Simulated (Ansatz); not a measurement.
Geometry optimisation, UHF/def2-SVP in Ansatz 0.2.0.

The input (input.yaml):

```yaml
crystal:
  periodic: [false, false, false]
  atoms:
    - { symbol: Si, position_ang: [-0.656627, -0.56204, -0.522412] }
    - { symbol: H, position_ang: [1.889505, -0.933623, 0.380916] }
    - { symbol: F, position_ang: [0.336493, -0.973658, -1.689887] }
    - { symbol: F, position_ang: [-0.738068, -1.79167, 0.47845] }
    - { symbol: F, position_ang: [-2.095411, -0.440723, -1.187486] }
    - { symbol: H, position_ang: [1.692272, -0.389994, 0.765714] }
    - { symbol: C, position_ang: [-0.174187, 1.024787, 0.31561] }
    - { symbol: H, position_ang: [-0.021876, 0.869093, 1.383878] }
    - { symbol: H, position_ang: [-0.969891, 1.76282, 0.192658] }
    - { symbol: H, position_ang: [0.73789, 1.435008, -0.117443] }
magnetization:
  spin_polarized: true
basis:
  gaussian: { orbitals: def2-SVP }
hamiltonian:
  xc: hf
relax:
  f_tol: 0.03
  max_steps: 50
```

Launched with:

```bash
$ ansatz run input.yaml --threads 2 --pin off --max-ram 3072MiB --backend cpu --events-out ev --progress --plain --runs-dir out
```

Task: Where does it end, and by what steps?

Result: It converged. The force dipped under the threshold on the way, but the program's further checks kept it going. After 25 steps the energy has fallen by 0.325 eV; H6 moved furthest, 1.84 Å.

```
step  energy less start (eV)  largest force component (eV/Å)  accepted
   0                  0.0000                           1.787       yes
   1                 -0.1619                           0.204       yes
   2                 -0.2202                           0.233       yes
   3                 -0.2538                           0.118       yes
   4                 -0.2691                           0.047       yes
   5                 -0.2658                           0.514        no
   6                 -0.2730                           0.033       yes
   7                 -0.2759                           0.164       yes
   8                 -0.2750                           0.323        no
   9                 -0.2777                           0.076       yes
  10                 -0.2797                           0.024       yes
  11                 -0.2810                           0.223       yes
  12                 -0.2827                           0.098       yes
  13                 -0.2840                           0.177       yes
  14                 -0.2853                           0.133       yes
  15                 -0.2869                           0.139       yes
  16                 -0.2887                           0.201       yes
  17                 -0.2912                           0.197       yes
  18                 -0.2944                           0.348       yes
  19                 -0.3016                           0.229       yes
  20                 -0.3172                           0.017       yes
  21                 -0.3014                           0.631        no
  22                 -0.3216                           0.091       yes
  23                 -0.3227                           0.130       yes
  24                 -0.3240                           0.061       yes
  25                 -0.3246                           0.009       yes
```

```xyz
10
Properties=species:S:1:pos:R:3
Si -0.958 -0.448 -0.507
H 2.831 -1.217 0.351
F 0.356 -1.253 -0.899
F -1.807 -1.394 0.445
F -1.798 -0.266 -1.843
H 3.398 -1.070 0.816
C -0.567 1.160 0.285
H -0.023 1.005 1.219
H -1.483 1.710 0.508
H 0.050 1.772 -0.375
```

Time of the run: 21 s on 2 threads of Intel(R) Xeon(R) 6975P-C (Granite Rapids), with other jobs on the host, peak memory 0.26 GiB.
